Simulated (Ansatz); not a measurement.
One change: `C[O][Al]1[CH2][NH]1` becomes `[CH2]1[NH][AlH]1`.

Ansatz, PBE0-D4/def2-TZVP geometries, multiplicity 1. Each molecule was computed in one conformer, which needn't be the lowest.

```
                                        property  `C[O][Al]1[CH2][NH]1`
size of the dipole moment (B3LYP/def2-TZVPP) / D                   1.70
             HOMO energy (B3LYP/def2-TZVPP) / eV                  -6.06
  size of the dipole moment (PBE/def2-TZVPP) / D                   1.59
             LUMO energy (B3LYP/def2-TZVPP) / eV                  -0.96
             HOMO–LUMO gap (PBE/def2-TZVPP) / eV                   3.42
            HOMO–LUMO gap (PBE0/def2-TZVPP) / eV                   5.60
```

(1) What does the change do to each property? (Estimate.)

## Answers

(1) The calculation gave: 
```csv
property,`[CH2]1[NH][AlH]1`,shift
size of the dipole moment (B3LYP/def2-TZVPP) / D,0.80,-0.90
HOMO energy (B3LYP/def2-TZVPP) / eV,-6.21,-0.15
size of the dipole moment (PBE/def2-TZVPP) / D,0.62,-0.97
LUMO energy (B3LYP/def2-TZVPP) / eV,-0.95,0.01
HOMO–LUMO gap (PBE/def2-TZVPP) / eV,3.70,0.28
HOMO–LUMO gap (PBE0/def2-TZVPP) / eV,5.70,0.10
```

Dipoles are sizes alone; their direction can turn.

B3LYP here is the variant with VWN-RPA as its local correlation; programs differ in this.
